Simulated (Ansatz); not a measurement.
GdCl₃. The state is a octet with charge 0. Geometry PBE-D4/def2-SVP.

```xyz
4

Gd   -0.2761    0.0749    0.3553
Cl    0.7154   -2.1243    0.8089
Cl    1.3282    1.9313    0.4297
Cl   -1.7676    0.1181   -1.5939
```

In the def2 sets Gd takes a core potential; there is no spin–orbit coupling. LC-ωPBE has ω = 0.4 bohr⁻¹.

Q: Estimate the α-spin orbital energies around the gap (eV) in Ansatz with B97M-V/def2-TZVP, PBE0-D4/def2-SVP, PBE0-D4/def2-TZVP, LC-ωPBE/def2-TZVP, ωB97X-V/def2-TZVP.

A: 
```json
{"orbital": "HOMO−9", "B97M-V/def2-TZVP": "-11.80", "PBE0-D4/def2-SVP": "-14.95", "PBE0-D4/def2-TZVP": "-15.06", "LC-ωPBE/def2-TZVP": "-17.62", "ωB97X-V/def2-TZVP": "-17.68"}
{"orbital": "HOMO−8", "B97M-V/def2-TZVP": "-9.22", "PBE0-D4/def2-SVP": "-10.08", "PBE0-D4/def2-TZVP": "-10.25", "LC-ωPBE/def2-TZVP": "-13.07", "ωB97X-V/def2-TZVP": "-12.69"}
{"orbital": "HOMO−7", "B97M-V/def2-TZVP": "-8.98", "PBE0-D4/def2-SVP": "-9.79", "PBE0-D4/def2-TZVP": "-9.96", "LC-ωPBE/def2-TZVP": "-12.78", "ωB97X-V/def2-TZVP": "-12.40"}
{"orbital": "HOMO−6", "B97M-V/def2-TZVP": "-8.98", "PBE0-D4/def2-SVP": "-9.79", "PBE0-D4/def2-TZVP": "-9.96", "LC-ωPBE/def2-TZVP": "-12.78", "ωB97X-V/def2-TZVP": "-12.40"}
{"orbital": "HOMO−5", "B97M-V/def2-TZVP": "-8.53", "PBE0-D4/def2-SVP": "-9.28", "PBE0-D4/def2-TZVP": "-9.50", "LC-ωPBE/def2-TZVP": "-12.34", "ωB97X-V/def2-TZVP": "-11.95"}
{"orbital": "HOMO−4", "B97M-V/def2-TZVP": "-8.53", "PBE0-D4/def2-SVP": "-9.28", "PBE0-D4/def2-TZVP": "-9.50", "LC-ωPBE/def2-TZVP": "-12.34", "ωB97X-V/def2-TZVP": "-11.95"}
{"orbital": "HOMO−3", "B97M-V/def2-TZVP": "-8.33", "PBE0-D4/def2-SVP": "-9.07", "PBE0-D4/def2-TZVP": "-9.29", "LC-ωPBE/def2-TZVP": "-12.12", "ωB97X-V/def2-TZVP": "-11.74"}
{"orbital": "HOMO−2", "B97M-V/def2-TZVP": "-8.17", "PBE0-D4/def2-SVP": "-8.90", "PBE0-D4/def2-TZVP": "-9.13", "LC-ωPBE/def2-TZVP": "-11.93", "ωB97X-V/def2-TZVP": "-11.55"}
{"orbital": "HOMO−1", "B97M-V/def2-TZVP": "-8.17", "PBE0-D4/def2-SVP": "-8.90", "PBE0-D4/def2-TZVP": "-9.13", "LC-ωPBE/def2-TZVP": "-11.93", "ωB97X-V/def2-TZVP": "-11.55"}
{"orbital": "HOMO", "B97M-V/def2-TZVP": "-7.95", "PBE0-D4/def2-SVP": "-8.68", "PBE0-D4/def2-TZVP": "-8.93", "LC-ωPBE/def2-TZVP": "-11.70", "ωB97X-V/def2-TZVP": "-11.31"}
{"orbital": "LUMO", "B97M-V/def2-TZVP": "-3.78", "PBE0-D4/def2-SVP": "-2.92", "PBE0-D4/def2-TZVP": "-3.04", "LC-ωPBE/def2-TZVP": "-1.05", "ωB97X-V/def2-TZVP": "-1.23"}
{"orbital": "LUMO+1", "B97M-V/def2-TZVP": "-2.70", "PBE0-D4/def2-SVP": "-1.67", "PBE0-D4/def2-TZVP": "-1.88", "LC-ωPBE/def2-TZVP": "0.38", "ωB97X-V/def2-TZVP": "0.25"}
{"orbital": "LUMO+2", "B97M-V/def2-TZVP": "-2.70", "PBE0-D4/def2-SVP": "-1.67", "PBE0-D4/def2-TZVP": "-1.88", "LC-ωPBE/def2-TZVP": "0.38", "ωB97X-V/def2-TZVP": "0.26"}
{"orbital": "LUMO+3", "B97M-V/def2-TZVP": "-1.52", "PBE0-D4/def2-SVP": "-0.51", "PBE0-D4/def2-TZVP": "-0.79", "LC-ωPBE/def2-TZVP": "1.16", "ωB97X-V/def2-TZVP": "1.09"}
{"orbital": "LUMO+4", "B97M-V/def2-TZVP": "-1.52", "PBE0-D4/def2-SVP": "-0.51", "PBE0-D4/def2-TZVP": "-0.79", "LC-ωPBE/def2-TZVP": "1.35", "ωB97X-V/def2-TZVP": "1.26"}
{"orbital": "LUMO+5", "B97M-V/def2-TZVP": "-1.12", "PBE0-D4/def2-SVP": "-0.36", "PBE0-D4/def2-TZVP": "-0.48", "LC-ωPBE/def2-TZVP": "1.35", "ωB97X-V/def2-TZVP": "1.26"}
{"orbital": "β HOMO", "B97M-V/def2-TZVP": "-8.07", "PBE0-D4/def2-SVP": "-8.80", "PBE0-D4/def2-TZVP": "-9.04", "LC-ωPBE/def2-TZVP": "-11.84", "ωB97X-V/def2-TZVP": "-11.43"}
{"orbital": "β LUMO", "B97M-V/def2-TZVP": "-3.07", "PBE0-D4/def2-SVP": "-2.50", "PBE0-D4/def2-TZVP": "-2.61", "LC-ωPBE/def2-TZVP": "-0.83", "ωB97X-V/def2-TZVP": "-0.99"}
```
